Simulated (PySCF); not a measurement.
## Computed structure and properties of [BiH3]2+

System: [BiH3]2+ (singlet); start: template (D3h). Method: PySCF 2.14.0, RKS B3LYP, Bi def2-SVP with ECP60, H def2-SVP; non-relativistic Hamiltonian with scalar-relativistic core potentials where named; density fitting; no spin-orbit coupling.

Input of the relaxation:

```python
mol = gto.M(atom='''
Bi     0.00000    -0.00000     0.00000
H      2.04000    -0.00000    -0.00000
H     -1.02000     1.76670     0.00000
H     -1.02001    -1.76669     0.00000''',
    basis={'Bi': 'def2-SVP', 'H': 'def2-SVP'},
    ecp={'Bi': 'def2-SVP'},
    charge=2, spin=0)
mf = dft.RKS(mol, xc='B3LYP')
mf.grids.atom_grid = (50, 194)
mf = mf.density_fit()  # fitting sets: Bi def2-universal-JKFIT, H def2-universal-JKFIT
mf.conv_tol = 1e-08; mf.max_cycle = 55
mf.kernel(dm0)  # dm0: converged density of the start geometry
# quasi-Newton relaxation in Cartesian coordinates to a largest gradient under 0.00045 Eh/bohr, steps kept in the point group
```

Run from Python with OMP_NUM_THREADS=2; the lines above give its settings. Where DIIS fails, smearing, a level shift and second-order steps follow.
It took 3.1 s on 2 threads of Arm Neoverse V1, with other jobs on the host, from the converged density of the start.

Course of the relaxation:

```tsv
step	energy above end (eV)	largest force component within the symmetry (eV/Å)
0	0.7465	1.600
1	0.2824	1.158
2	0.0265	0.470
3	0.0027	0.139
4	0.0000	0.013
5	0.0000	0.000
```

Relaxed geometry (D3h):

```xyz
4

Bi    0.0000    0.0000    0.0000
H     1.7842    0.0000    0.0000
H    -0.8921    1.5452    0.0000
H    -0.8921   -1.5452    0.0000
```

| contact | Å |
| --- | --- |
| Bi1–H2 (H) | 1.784 |
| Bi1–H3 (H) | 1.784 |
| Bi1–H4 (H) | 1.784 |

On the finer grid (75, 302):

```
HOMO                                                          : -23.63 eV
LUMO                                                          : -17.86 eV
Dipole about the centre of mass                               : 0.00 D
Set of Mulliken populations of Bi1 outside the core potential : s 3.75, p 7.98, d 10.05
D3(BJ) dispersion energy (not in the energies)                : -0.082 eV
```

| atom | Mulliken (e) | Löwdin (e) | spin (e) |
| --- | --- | --- | --- |
| Bi1 | 1.22 | 1.53 | 0.00 |
| H2 | 0.26 | 0.16 | 0.00 |
| H3 | 0.26 | 0.16 | 0.00 |
| H4 | 0.26 | 0.16 | 0.00 |

On the grid (50, 194), as all that follows. Harmonic modes: a minimum; lowest 636 cm⁻¹ (negative: unstable), highest 1825 cm⁻¹, zero-point energy 0.453 eV.

Taking off one H (charge -1, singlet; the rest: singlet) in vacuum, both parts rigid, costs 28.38 eV; the small basis without counterpoise inflates it. Most of it is the attraction of opposite charges; other ways to part are cheaper, and one spin state was tried for the rest.

Rigid scan of H along the line from its metal, all other atoms held (where the atom bridges, its other bond changes as well):

(distance to H2 (Å), energy (eV)): (1.48, 0.844), (1.58, 0.320), (1.68, 0.069), (1.78, 0.000), (1.88, 0.051), (1.98, 0.179), (2.18, 0.548)

One start shape was tried, so this needn't be the lowest isomer.
